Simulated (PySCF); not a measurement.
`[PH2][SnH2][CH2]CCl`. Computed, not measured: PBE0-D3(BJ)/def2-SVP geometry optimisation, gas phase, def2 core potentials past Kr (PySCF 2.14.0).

```
atom  x, y, z in Å
P1     2.8379    0.0855   -0.6243
Sn2    0.7166   -1.2004   -0.2043
C3    -0.8048   -0.0024    0.7908
C4    -1.7533    0.6870   -0.1592
Cl5   -0.8846    1.7162   -1.3504
H6     2.1153    1.2865   -0.8989
H7     2.9891    0.4010    0.7631
H8     1.1061   -2.5349    0.8096
H9     0.0851   -1.7910   -1.6870
H10   -1.3777   -0.6630    1.4624
H11   -0.2818    0.7345    1.4196
H12   -2.4527    1.3577    0.3619
H13   -2.3415   -0.0303   -0.7489
```

Problem. What is the longest distance between nuclei?

Solution. H7···H13, 5.56 Å; the next longest distance is 5.54 Å.

Problem. Work out the bond lengths P1–Sn2, P1–H7, Sn2–H9, C3–H11, C4–Cl5 in Å.

Solution. For P1–Sn2 the difference vector is (-2.1213, -1.2859, 0.4200) Å, of length 2.5159 Å. P1–Sn2 2.516; P1–H7 1.431; Sn2–H9 1.716; C3–H11 1.101; C4–Cl5 1.798 Å.

Problem. What is the repulsion energy of the bare nuclei, Σ ZA·ZB/RAB?

Solution. 682.79 Eh over 78 pairs, with full nuclear charges and distances in bohr; the largest single term is 157.75 Eh (P1 with Sn2).

Problem. Where is the centre of mass (commonest isotopes), and what is the radius of gyration?

Solution. Mass 217.907 u; centre at (0.514, -0.341, -0.376) Å; Rg = √(Σ m r²/M) = 1.782 Å. As Ia + Ib + Ic = 2 Σ m r², the three principal moments sum to 1384.2 u·Å².

Problem. How far apart are these pairs, which share no bond: Cl5···H8, H6···H11, H9···H10, H10···H13?

Solution. Cl5···H8 5.167 Å (4 bonds apart); H6···H11 3.380 Å (4 bonds apart); H9···H10 3.651 Å (3 bonds apart); H10···H13 2.494 Å (3 bonds apart).

Problem. What are the angles Sn2–P1–H6, H6–P1–H7, P1–Sn2–H8, Sn2–C3–C4, C4–C3–H11, Sn2–C3–H11, H12–C4–H13, C3–C4–H12?

Solution. From the scalar product of the two bond vectors; for Sn2–P1–H6 it is -0.1268 Å² over 2.5159 × 1.4283 Å², cos θ = -0.0353. Sn2–P1–H6 92.0°; H6–P1–H7 93.1°; P1–Sn2–H8 107.7°; Sn2–C3–C4 113.8°; C4–C3–H11 110.6°; Sn2–C3–H11 107.3°; H12–C4–H13 108.2°; C3–C4–H12 112.3°.

Problem. How far are the heavy atoms from their best plane (unweighted least squares)?

Solution. 0.389 Å rms; P1 0.29, Sn2 0.61, C3 0.52, C4 0.03, Cl5 0.17 Å (magnitudes).

Problem. Write the matrix of distances between heavy atoms (Å, lower triangle).

Solution. 
```
P1    0.000
Sn2   2.516  0.000
C3    3.909  2.177  0.000
C4    4.654  3.109  1.509  0.000
Cl5   4.128  3.519  2.747  1.798  0.000
```

Whether it is a minimum is left open (no frequencies). The numbers are those of one conformer.
